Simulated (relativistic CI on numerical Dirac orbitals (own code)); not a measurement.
**Crystal-field levels of Ru⁴⁺, 4d4**

Calculated by Dirac-Coulomb-Breit CI, KLI orbitals optimised for each configuration, model QED (radiative potential, 1s self-energy scaled to tabulated hydrogen-like ionisation energies), valence Slater integrals scaled by 0.65, one configuration in a parametric crystal field (own radial code).

Field parameters in Wybourne normalisation: D3d B²₀ = −7Dσ, B⁴₀ = −14Dq − 21Dτ, B⁴₃ = −14√(10/7) Dq. The field is a parameter set, without covalency.

S is read from ⟨S²⟩ = S(S + 1).

Levels (cm⁻¹, degeneracy): 0 (1), 668 (1), 957 (2), 1814 (2), 2467 (2), 2526 (1), 8830 (1), 9568 (2), 10587 (2), 20532 (1), 28721 (1), 28725 (1).

Task: Which field gives this pattern?
A. D3d, 10Dq = 44800, Dσ = -470, Dτ = -410 cm⁻¹
B. D3d, 10Dq = 33050, Dσ = 660, Dτ = 360 cm⁻¹
C. D3d, 10Dq = 43450, Dσ = 40, Dτ = -150 cm⁻¹
D. D3d, 10Dq = 32750, Dσ = -780, Dτ = -480 cm⁻¹

Result: C. D3d, 10Dq = 43450, Dσ = 40, Dτ = -150 cm⁻¹, ground level with S = 1.00.
